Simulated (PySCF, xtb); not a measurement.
AlCl3, SMILES [Al+]([Cl])([Cl])[Cl] (connectivity only; charge and spin as stated), charge +1, multiplicity 2.

Harmonic wavenumbers (cm⁻¹) from GFN2-xTB (xtb) at its own minimum, in rising order: 60, 60, 224, 371, 554, 554.

### Question
What does PBE-D3(BJ)/def2-SVP run with PySCF give at its own minimum? (Estimate from the structure and the level; the computed values follow.)

### Answer
59, 59, 150, 355, 529, 529. Paired by order, the mean absolute difference is 24 cm⁻¹ and the zero-point energies are 2.6 and 2.4 kcal/mol.
